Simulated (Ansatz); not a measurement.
CH₅BrOSi (`CO[SiH2]Br`), relaxed with RKS PBE0-D4/def2-TZVP in the Gaussian-basis code of Ansatz from a PBE-D4/def2-SVP geometry. The force threshold is 0.005 eV/Å; the program also tests the step.

The species carries charge 0 and has multiplicity 1.

Start:

```xyz
9

C    -0.814    1.044   -0.466
O     0.088    0.624    0.546
Si    0.922   -0.818    0.526
Br   -0.492   -2.567    0.560
H    -0.311    1.146   -1.455
H    -1.219    2.035   -0.180
H    -1.665    0.336   -0.576
H     1.745   -0.964   -0.724
H     1.745   -0.837    1.770
```

(1) By how much does the energy fall, and how many steps does the optimiser take? (An estimate is asked.)

(2) Which bonds change most? (Best estimate.)

(3) Give the relaxed structure. (An estimate is asked.)

Results:

(1) Ansatz gave: 1.32 kcal/mol, in 12 steps.

(2) Ansatz gave: O2–Si3 from 1.666 to 1.626 Å; Si3–Br4 from 2.250 to 2.226 Å; Si3–H8 from 1.504 to 1.483 Å; C1–H7 from 1.113 to 1.094 Å.

(3) The calculation gave: 
```xyz
9

C    -0.816    1.025   -0.458
O     0.069    0.601    0.558
Si    0.912   -0.789    0.523
Br   -0.450   -2.549    0.480
H    -0.335    1.004   -1.442
H    -1.117    2.049   -0.236
H    -1.707    0.391   -0.487
H     1.740   -0.890   -0.702
H     1.705   -0.840    1.765
```
